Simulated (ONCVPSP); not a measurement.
tin, ONCV: configuration errors across variants

- Element: Sn
- Generator: ONCVPSP 4.0.1
- Type: optimised norm-conserving Vanderbilt (ONCV)
- Functional: PBEsol
- Relativity: scalar-relativistic
- Frozen core: [Kr] 4d10
- Valence charge: 4
- Reference configuration: 5s2 5p2
- Partial waves: 5s: rc 2.20 bohr, ncon 4, nbas 8, qcut 2.5 1/bohr, 1 projector; 5p: rc 2.85 bohr, ncon 3, nbas 6, qcut 3.5 1/bohr, 3 projectors, debl 0.4 Ha
- Local potential: polynomial inside 2.10 bohr (lpopt 5, dvloc0 0 Ha)
- Core correction: polynomial model core, fcfact 0.55

All-electron excitation energies from the reference (eV): (1) 5s2 5p1 6.898; (2) 5s2 5p0 20.870; (3) 5s1 5p0 51.886; (4) 5s1 5p3 7.009.

1 further variants failed, have other tests or too few solved ones, and are left out.

Errors AE − PS in meV (a dash: test not solved or not reliable):

```tsv
change	(1)	(2)	(3)	(4)	bound ghosts	GHOST(+) flags above zero
base	-9.3	-69	-373	-15	none	s
s: qcut 1.9	-8.8	-64	-356	-19	none	s
s: qcut 2.4	-9.2	-68	-370	-15	none	s
s: qcut 2.7	-9.5	-71	-378	-13	none	s
s: qcut 3.3	-10	-77	-392	-9.6	none	s
```

(1) Give the same row for: s: qcut 1.7.

## Answers

(1) -8.7, -63, -356, -19; bound ghosts: none; GHOST(+) flags above zero: s.
